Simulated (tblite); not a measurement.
C3H10BN2Si (doublet state).
Atom-mapped SMILES: `[CH3:1][B:2]([CH3:3])[NH:4][SiH2:5][CH:6]=[N:7]` (hydrogens: H8, H9, H10 on C1; H11, H12, H13 on C3; H14 on N4; H15, H16 on Si5; H17 on C6)
Bond orders are those of one Lewis drawing.

Computed with GFN2-xTB (tblite), gas phase: L-BFGS steps from a force-field or distance-geometry start until the largest atomic force falls under 0.01 eV/Å.

Step 115: E = -551.6532 eV
```
atom  x, y, z in Å  |  force x, y, z in eV/Å
C1     -1.7894    1.5170   -0.7167    0.026  -0.075  -0.035
B2     -0.9989    0.2498   -0.1828   -0.054   0.018   0.010
C3     -1.7204   -0.9706    0.5226   -0.026  -0.025   0.072
N4      0.3987    0.2145   -0.3543    0.050   0.057  -0.031
Si5     1.6051   -0.9720   -0.0139   -0.109  -0.045   0.094
C6      3.1373    0.0988    0.5878   -0.110  -0.234   0.082
N7      3.2524    1.2232    0.1721    0.101   0.332  -0.132
H8     -2.5640    1.8568   -0.0366   -0.022   0.011   0.090
H9     -2.3048    1.2384   -1.6361    0.017   0.076  -0.047
H10    -1.1438    2.3676   -0.9396   -0.081  -0.090  -0.017
H11    -2.7327   -0.7461    0.8433   -0.073   0.033  -0.046
H12    -1.7752   -1.8507   -0.1165    0.040   0.063  -0.049
H13    -1.1649   -1.2709    1.4075   -0.001  -0.049   0.034
H14     0.7823    1.0725   -0.7364    0.108  -0.064  -0.007
H15     2.0002   -1.7436   -1.1940    0.046   0.040  -0.043
H16     1.2254   -1.8583    1.0869    0.047   0.029   0.038
H17     3.7858   -0.4144    1.2968    0.041  -0.078  -0.014
```

Step 116: E = -551.6559 eV
```
atom  x, y, z in Å  |  force x, y, z in eV/Å
C1     -1.7876    1.5178   -0.7143   -0.022  -0.064  -0.014
B2     -1.0007    0.2455   -0.1870   -0.066   0.007   0.012
C3     -1.7207   -0.9732    0.5242   -0.037  -0.009   0.055
N4      0.3960    0.2070   -0.3666   -0.011  -0.020  -0.003
Si5     1.6041   -0.9718   -0.0123   -0.061  -0.064   0.087
C6      3.1322    0.1044    0.5911   -0.073  -0.028  -0.005
N7      3.2514    1.2318    0.1764    0.064   0.082  -0.037
H8     -2.5592    1.8582   -0.0286    0.005  -0.013   0.054
H9     -2.3056    1.2575   -1.6383    0.028   0.056  -0.015
H10    -1.1358    2.3649   -0.9273   -0.061  -0.054  -0.026
H11    -2.7328   -0.7470    0.8459   -0.054   0.027  -0.040
H12    -1.7782   -1.8530   -0.1152    0.039   0.061  -0.048
H13    -1.1627   -1.2747    1.4069   -0.008  -0.041   0.036
H14     0.7774    1.0557   -0.7642    0.141   0.038  -0.039
H15     2.0115   -1.7448   -1.1888    0.037   0.043  -0.024
H16     1.2215   -1.8538    1.0913    0.049   0.032   0.029
H17     3.7822   -0.4124    1.2968    0.030  -0.054  -0.022
```

**Question.** Estimate the geometry and energy of step 117. (The exact step hangs on the optimiser's Hessian estimate; all steps are aligned on step 116, rigid shifts and turns removed.)

**Answer.** E = -551.6595 eV, largest force 0.210 eV/Å
```
atom  x, y, z in Å  |  force x, y, z in eV/Å
C1     -1.7896    1.5173   -0.7110   -0.047  -0.032  -0.011
B2     -1.0046    0.2439   -0.1865   -0.008  -0.007   0.007
C3     -1.7237   -0.9784    0.5206   -0.037   0.004   0.029
N4      0.3939    0.2079   -0.3645   -0.021   0.022  -0.006
Si5     1.6010   -0.9708   -0.0060   -0.021  -0.041   0.055
C6      3.1326    0.1068    0.5860    0.003   0.177  -0.066
N7      3.2657    1.2312    0.1581    0.019  -0.197   0.071
H8     -2.5575    1.8656   -0.0229    0.032  -0.040   0.024
H9     -2.3092    1.2654   -1.6364    0.015   0.035   0.000
H10    -1.1317    2.3582   -0.9255   -0.046  -0.015  -0.021
H11    -2.7391   -0.7526    0.8338   -0.037   0.007  -0.033
H12    -1.7740   -1.8570   -0.1222    0.037   0.076  -0.023
H13    -1.1700   -1.2789    1.4069   -0.023  -0.039   0.022
H14     0.7813    1.0575   -0.7592    0.087  -0.018  -0.013
H15     2.0095   -1.7456   -1.1826    0.024   0.046  -0.004
H16     1.2280   -1.8476    1.1039    0.036   0.023   0.035
H17     3.7804   -0.4108    1.2975   -0.013  -0.001  -0.069
```

The energy changes by -0.0036 eV. The first-order estimate −F·Δx gives -0.0050 eV and the mean of the old and new forces, exact on a quadratic surface, -0.0036 eV. The step makes an angle of 69° with the force vector and moves no atom by more than 0.023 Å.

The cost below is that of the whole relaxation. On INTEL XEON PLATINUM 8581C at 2.10 GHz, one thread, no GPU, shared host, this took 1.4 s wall.
